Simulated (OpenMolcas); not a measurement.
# P: from RASSCF to RASPT2

```yaml
Program: OpenMolcas
Basis: ANO-RCC [8s7p5d4f2g]
Scalar_Hamiltonian: DKH2, point nucleus
Active_space: 3 electrons in 9 orbitals (RAS2 3p; RAS3 3d 4s, at most 1 electron)
State_averaging: 2S+1 = 4 odd, 1 root; 2S+1 = 2 odd, 8 roots; 2S+1 = 4 even, 18 roots; 2S+1 = 2 even, 18 roots
Spin-orbit_coupling: state interaction with AMFI integrals over the reference wave functions, term energies averaged over their components
```

Methods on the same reference wave functions:
A. RASSCF
B. SS-RASPT2, IPEA 0.25 Eh, imaginary shift 0.1 Eh (closed shells correlated: 2s 2p 3s)
C. MS-RASPT2, IPEA 0.25 Eh, imaginary shift 0.1 Eh (closed shells correlated: 2s 2p 3s)

Energies in cm-1 above 3s2 3p3 4S* 3/2, the measured ground level; measured values from NIST Handbook of Basic Atomic Spectroscopic Data.

```
            Level      A      B      C  Measured
  3s2 3p3 4S* 3/2    0.0    0.0    0.0       0.0
  3s2 3p3 2D* 3/2  15348  11570  11570     11361
  3s2 3p3 2D* 5/2  15354  11580  11580     11377
  3s2 3p3 2P* 1/2  25375  22400  22400     18723
  3s2 3p3 2P* 3/2  25383  22410  22410     18748
3s2 3p2 4s 4P 1/2  57371  55540  55530     55939
3s2 3p2 4s 4P 3/2  57501  55660  55660     56091
3s2 3p2 4s 4P 5/2  57721  55880  55880     56340
3s2 3p2 4s 2P 1/2  60647  57630  57620     57877
3s2 3p2 4s 2P 3/2  60900  57880  57880     58174
```

Deviations, from unrounded energies. A percentage is the sum of absolute deviations over the sum of measured energies, with the sign that they share, or ± where signs differ.

| Against measurement | Levels | A | B | C |
| --- | --- | --- | --- | --- |
| mean absolute deviation (cm-1) | 9 | 3400 | 1100 | 1100 |
| other terms of the ground configuration (%) | 4 | +35.3 | +12.9 | +12.9 |
| other configurations (%) | 5 | +3.4 | -0.6 | -0.7 |

B, C lie about equally close to measurement and A furthest from it. The largest miss of B in the table is 3s2 3p3 2P* 1/2, by +3700 cm-1. The ranking rests on the paired levels alone, and a cruder setting can come out closer through cancelling errors.

Between B and C the level of the table that moves most is 3s2 3p2 4s 2P 1/2, by 7.4 cm-1 (lowest in C, highest in B). Moves below CASPT2's spread within the term are not significant.

The two smallest mean deviations differ by little beside CASPT2's spread within terms, so their order carries little weight.

From A to B the spin-free energies of the other terms of 3s2 3p3 shown, above 4S*, scale by factors of 0.75 to 0.88.

The lowest spin-free term lies below A's lowest term by 0.242 hartree in B, 0.242 hartree in C.

CASPT2 does not keep the components of a term degenerate, so their means are used; among the terms shown or strongly mixed into the levels shown the widest spread is 580 cm-1 (3s2 3p3 2D*, C). Over all roots computed the reference weight is 0.89 to 0.96 in B, 0.89 to 0.96 in C; the roots of lowest weight are the least certain, and an intruder state may touch them. ANO sets are built for valence states and can reach diffuse excited orbitals poorly, and with the s shell closed the s pⁿ⁺¹ terms that mix with these levels are absent. With the s shell closed, the reference lacks s² → p² mixing. Without dynamic correlation excited terms often stand tens of per cent too high (terms of higher spin than the ground term too low), and those without a measured partner can miss by more than the paired ones (holds for A). Some terms miss by over 15 % even with CASPT2, which points to a basis or an active space too small for the shells correlated (holds for B; C). Computed and measured levels are paired by configuration, term and J; levels that our copy of the source lacks, or whose pairing is in doubt (as where it misses far off the trend of its configuration), stay unpaired and out of the deviations. Only configurations of the active space appear. Levels that lie high or do not pair safely by name in every column are left out.

* marks odd parity.
